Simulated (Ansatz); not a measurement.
Ansatz (a quantum-chemistry and plane-wave program) input (B3LYP-D3(BJ)/def2-TZVP):

Ansatz 0.2 input:
```yaml
crystal:
  periodic: [false, false, false]
  atoms:
    - {symbol: Ti, position_ang: [0.00000000, 0.00000000, 0.00000000]}
    - {symbol: I, position_ang: [0.00000000, 0.00000000, 2.61400072]}
    - {symbol: I, position_ang: [-0.00000000, -0.00000000, -2.61400072]}
basis:
  gaussian:
    orbitals: def2-TZVP
hamiltonian:
  xc: b3lyp
  dispersion: d3bj
magnetization: {spin_polarized: true, initial_magnetization: 2}
phonons: {temperatures: {t_min: 298.15, t_max: 298.15, t_step: 100}}
```

Output:

```
Functional definition: B3LYP
integrals: 0.13 GiB planned
1411 factors; integrals over basis functions are off by at most 4.3e-4 eV
mean field: 1.33 GiB planned
mean field evaluation 1: about -39322.8073 eV, gradient 2.5e1 eV
mean field evaluation 2: about -39314.2192 eV, gradient 4.8e1 eV
mean field evaluation 4: about -39325.3038 eV, gradient 3.5e0 eV
mean field evaluation 8: about -39325.3689 eV, gradient 2.3e-1 eV
mean field evaluation 16: about -39325.3693 eV, gradient 2.3e-5 eV
mean field evaluation 32: about -39325.3693 eV, gradient 1.2e-5 eV
mean field -39325.36929454 eV, -1445.1806658815 hartree, gradient 1.2e-5 eV, S^2 2.011324; 2 other end points of the search recorded, 0 dependent functions left out
the calculation of the forces begins
reference -39325.36951197 eV, -1445.1806738722 hartree; 37, 35 occupied and 108, 110 virtual orbitals, 1411 factors
these checks for a lower state are left out or cut short: stability, starts, cluster_reference, orbital_swaps, neighbouring_geometries, increment
integrals: 0.13 GiB planned
1411 factors; integrals over basis functions are off by at most 4.3e-4 eV
mean field: 1.33 GiB planned
mean field -39325.36929428 eV, -1445.1806658720 hartree, gradient 1.6e-6 eV, S^2 2.011324; 0 other end points of the search recorded, 0 dependent functions left out
the calculation of the forces begins
reference -39325.36951171 eV, -1445.1806738627 hartree; 37, 35 occupied and 108, 110 virtual orbitals, 1411 factors
these checks for a lower state are left out or cut short: stability, starts, cluster_reference, orbital_swaps, neighbouring_geometries, increment
integrals: 0.13 GiB planned
1411 factors; integrals over basis functions are off by at most 4.3e-4 eV
mean field: 1.33 GiB planned
mean field -39325.36929428 eV, -1445.1806658720 hartree, gradient 1.6e-6 eV, S^2 2.011324; 0 other end points of the search recorded, 0 dependent functions left out
the calculation of the forces begins
reference -39325.36951171 eV, -1445.1806738627 hartree; 37, 35 occupied and 108, 110 virtual orbitals, 1411 factors
these checks for a lower state are left out or cut short: stability, starts, cluster_reference, orbital_swaps, neighbouring_geometries, increment
integrals: 0.13 GiB planned
1411 factors; integrals over basis functions are off by at most 4.3e-4 eV
mean field: 1.33 GiB planned
mean field -39325.36929428 eV, -1445.1806658720 hartree, gradient 1.6e-6 eV, S^2 2.011324; 0 other end points of the search recorded, 0 dependent functions left out
the calculation of the forces begins
reference -39325.36951171 eV, -1445.1806738627 hartree; 37, 35 occupied and 108, 110 virtual orbitals, 1411 factors
these checks for a lower state are left out or cut short: stability, starts, cluster_reference, orbital_swaps, neighbouring_geometries, increment
integrals: 0.13 GiB planned
1411 factors; integrals over basis functions are off by at most 4.3e-4 eV
mean field: 1.33 GiB planned
mean field -39325.36929428 eV, -1445.1806658720 hartree, gradient 1.6e-6 eV, S^2 2.011324; 0 other end points of the search recorded, 0 dependent functions left out
the calculation of the forces begins
reference -39325.36951171 eV, -1445.1806738627 hartree; 37, 35 occupied and 108, 110 virtual orbitals, 1411 factors
these checks for a lower state are left out or cut short: stability, starts, cluster_reference, orbital_swaps, neighbouring_geometries, increment
integrals: 0.13 GiB planned
1411 factors; integrals over basis functions are off by at most 4.3e-4 eV
mean field: 1.34 GiB planned
mean field evaluation 64: about -39325.3692 eV, gradient 8.5e-5 eV
mean field -39325.36924355 eV, -1445.1806640079 hartree, gradient 1.3e-6 eV, S^2 2.011324; 0 other end points of the search recorded, 0 dependent functions left out
the calculation of the forces begins
reference -39325.36946099 eV, -1445.1806719986 hartree; 37, 35 occupied and 108, 110 virtual orbitals, 1411 factors
these checks for a lower state are left out or cut short: stability, starts, cluster_reference, orbital_swaps, neighbouring_geometries, increment
integrals: 0.13 GiB planned
1411 factors; integrals over basis functions are off by at most 4.3e-4 eV
mean field: 1.34 GiB planned
mean field -39325.36924355 eV, -1445.1806640079 hartree, gradient 1.3e-6 eV, S^2 2.011324; 0 other end points of the search recorded, 0 dependent functions left out
the calculation of the forces begins
reference -39325.36946099 eV, -1445.1806719986 hartree; 37, 35 occupied and 108, 110 virtual orbitals, 1411 factors
these checks for a lower state are left out or cut short: stability, starts, cluster_reference, orbital_swaps, neighbouring_geometries, increment
integrals: 0.13 GiB planned
1411 factors; integrals over basis functions are off by at most 4.3e-4 eV
mean field: 1.33 GiB planned
mean field -39325.36929449 eV, -1445.1806658798 hartree, gradient 1.3e-6 eV, S^2 2.011324; 0 other end points of the search recorded, 0 dependent functions left out
the calculation of the forces begins
reference -39325.36951193 eV, -1445.1806738705 hartree; 37, 35 occupied and 108, 110 virtual orbitals, 1411 factors
these checks for a lower state are left out or cut short: stability, starts, cluster_reference, orbital_swaps, neighbouring_geometries, increment
integrals: 0.13 GiB planned
1411 factors; integrals over basis functions are off by at most 4.3e-4 eV
mean field: 1.33 GiB planned
mean field -39325.36929449 eV, -1445.1806658798 hartree, gradient 1.3e-6 eV, S^2 2.011324; 0 other end points of the search recorded, 0 dependent functions left out
the calculation of the forces begins
reference -39325.36951193 eV, -1445.1806738705 hartree; 37, 35 occupied and 108, 110 virtual orbitals, 1411 factors
these checks for a lower state are left out or cut short: stability, starts, cluster_reference, orbital_swaps, neighbouring_geometries, increment
integrals: 0.13 GiB planned
1411 factors; integrals over basis functions are off by at most 4.3e-4 eV
mean field: 1.33 GiB planned
mean field -39325.36929449 eV, -1445.1806658798 hartree, gradient 1.3e-6 eV, S^2 2.011324; 0 other end points of the search recorded, 0 dependent functions left out
the calculation of the forces begins
reference -39325.36951193 eV, -1445.1806738705 hartree; 37, 35 occupied and 108, 110 virtual orbitals, 1411 factors
these checks for a lower state are left out or cut short: stability, starts, cluster_reference, orbital_swaps, neighbouring_geometries, increment
integrals: 0.13 GiB planned
1411 factors; integrals over basis functions are off by at most 4.3e-4 eV
mean field: 1.33 GiB planned
mean field evaluation 96: about -39325.3601 eV, gradient 5.8e-2 eV
mean field -39325.36929449 eV, -1445.1806658798 hartree, gradient 1.3e-6 eV, S^2 2.011324; 0 other end points of the search recorded, 0 dependent functions left out
the calculation of the forces begins
reference -39325.36951193 eV, -1445.1806738705 hartree; 37, 35 occupied and 108, 110 virtual orbitals, 1411 factors
these checks for a lower state are left out or cut short: stability, starts, cluster_reference, orbital_swaps, neighbouring_geometries, increment
integrals: 0.13 GiB planned
1411 factors; integrals over basis functions are off by at most 4.3e-4 eV
mean field: 1.34 GiB planned
mean field -39325.36934507 eV, -1445.1806677385 hartree, gradient 2.7e-6 eV, S^2 2.011332; 0 other end points of the search recorded, 0 dependent functions left out
the calculation of the forces begins
reference -39325.36956254 eV, -1445.1806757305 hartree; 37, 35 occupied and 108, 110 virtual orbitals, 1411 factors
these checks for a lower state are left out or cut short: stability, starts, cluster_reference, orbital_swaps, neighbouring_geometries, increment
integrals: 0.13 GiB planned
1411 factors; integrals over basis functions are off by at most 4.3e-4 eV
mean field: 1.34 GiB planned
mean field -39325.36918951 eV, -1445.1806620217 hartree, gradient 2.6e-6 eV, S^2 2.011317; 0 other end points of the search recorded, 0 dependent functions left out
the calculation of the forces begins
reference -39325.36940691 eV, -1445.1806700110 hartree; 37, 35 occupied and 108, 110 virtual orbitals, 1411 factors
Total energy: -39325.57154947 eV, -1445.1880986133 hartree
Atom 0 at     0.000000     0.000000     0.000000 Å, force     0.000000    -0.000000     0.000000 eV/Å
Atom 1 at     0.000000     0.000000     2.614001 Å, force    -0.000000    -0.000000    -0.000009 eV/Å
Atom 2 at    -0.000000    -0.000000    -2.614001 Å, force    -0.000000    -0.000000     0.000009 eV/Å
Dipole moment:     0.000000    -0.000000     0.000000 e Å
Vibrations: 24.15 24.15 140.68 332.09 cm⁻¹, zero-point energy 0.032302 eV
```

The spin state was set by rule; other spins were not relaxed.
